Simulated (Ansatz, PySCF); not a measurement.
ZrIH₃, SMILES [ZrH3][I], multiplicity 1. Atoms are numbered in the order given.

```xyz
5

Zr     0.0000     0.0000     1.3946
I      0.0000     0.0000    -1.3091
H      1.5053     0.8691     2.0051
H     -1.5053     0.8691     2.0051
H      0.0000    -1.7381     2.0051
```
Charge 0, spin multiplicity 1.

Coordinates come from a B3LYP-D3(BJ)/def2-TZVP optimisation. The multiplicity is an assumed one; no other spin state was optimised. The structure was generated by enumeration; whether it is a known compound was not checked. The def2 effective core potentials stand for the cores of I, Zr; spin–orbit coupling is left out.

Two levels are set side by side: PBE-D3(BJ)/def2-TZVP (Ansatz, a first-principles code) and B3LYP-D3(BJ)/def2-TZVP (Ansatz). Each level has its own optimised geometry; the coordinates shown are those of the second. Frequencies come from the Hessian of PySCF at each geometry. Differences are taken from unrounded values.

```
quantity                            B3LYP-D3(BJ)  PBE-D3(BJ)  PBE-D3(BJ) minus B3LYP-D3(BJ)
----------------------------------  ------------  ----------  -----------------------------
mean bond length (Å)                       2.058       2.059                          0.001
bond Zr1–I2 (Å)                            2.704       2.687                         -0.016
bond Zr1–H3 (Å)                            1.842       1.849                          0.007
bond Zr1–H4 (Å)                            1.842       1.849                          0.007
bond Zr1–H5 (Å)                            1.842       1.849                          0.007
highest harmonic wavenumber (cm⁻¹)          1735        1687                            -48
mean harmonic wavenumber (cm⁻¹)              859         839                            -20
zero-point energy (kcal/mol)               11.05       10.79                          -0.26
```
